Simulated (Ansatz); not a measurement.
C$_{2}$H$_{3}$In (`C#[C][InH2]`), 6 atoms. Total charge 0; spin multiplicity 1. Correlated methods include outer-core shells of In, which these sets cover unevenly. In takes the def2 core potential. All runs use 2 threads of a server CPU on a shared host. Correlated methods freeze the cores. Open-shell runs search over several starts.

Q: Give the basis size and wall time and peak host memory of each of these runs in Ansatz. RKS ωB97M-V/def2-QZVPP energy; UKS ωB97M-V/def2-TZVPP energy of the cation; UHF-MP2/def2-QZVPP energy of the cation; RKS PBE-D4/def2-TZVPP energy and forces; RKS BLYP-D4/def2-TZVPP energy; UKS ωB97X-V/def2-TZVPP energy of the cation; UKS B2PLYP (frozen core)/def2-TZVPP energy of the cation; RKS PBE0-D4/def2-TZVP frequencies; UKS r2SCAN-D4/def2-TZVPP energy of the cation; RKS r2SCAN-D4/def2-TZVPP energy and forces; RKS HSE06 (plane-wave form)-D4/def2-TZVPP energy; UHF-CCSD(T)/def2-TZVPP energy of the cation. (An estimate is asked.)

A: Ansatz gave: Other jobs shared the machine, so times are rough.

```
                                    level                   job  functions  wall time  peak host memory (GiB)
                   RKS BLYP-D4/def2-TZVPP                energy        154      1.3 s                    0.18
                    RKS PBE-D4/def2-TZVPP     energy and forces        154      1.6 s                    0.18
RKS HSE06 (plane-wave form)-D4/def2-TZVPP                energy        154      1.6 s                    0.33
                 RKS r2SCAN-D4/def2-TZVPP     energy and forces        154      2.4 s                     0.2
                   RKS ωB97M-V/def2-QZVPP                energy        286        8 s                    0.68
                 UKS r2SCAN-D4/def2-TZVPP  energy of the cation        154      9.5 s                    0.39
      UKS B2PLYP (frozen core)/def2-TZVPP  energy of the cation        154       14 s                    0.51
                   UKS ωB97X-V/def2-TZVPP  energy of the cation        154       19 s                    0.66
                   UKS ωB97M-V/def2-TZVPP  energy of the cation        154       23 s                    0.69
                    RKS PBE0-D4/def2-TZVP           frequencies        130       46 s                    0.27
                       UHF-MP2/def2-QZVPP  energy of the cation        286       68 s                    0.94
                   UHF-CCSD(T)/def2-TZVPP  energy of the cation        154    3.2 min                     1.6
```
